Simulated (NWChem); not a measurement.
Molecule: BGeH4F; SMILES F[BH][GeH3]

Question: Give the equilibrium geometry at PBE-D3(BJ)/def2-SVP (NWChem) as an XYZ file, with the point group.

Answer: point group Cs; any orientation.
```
7

B      0.5673    -1.2140     0.0000
F     -0.3150    -2.2080     0.0000
Ge    -0.0689     0.7715     0.0000
H      0.5025     1.5091    -1.2433
H     -1.6106     0.9401     0.0000
H      0.5025     1.5091     1.2433
H      1.7497    -1.5266     0.0000
```
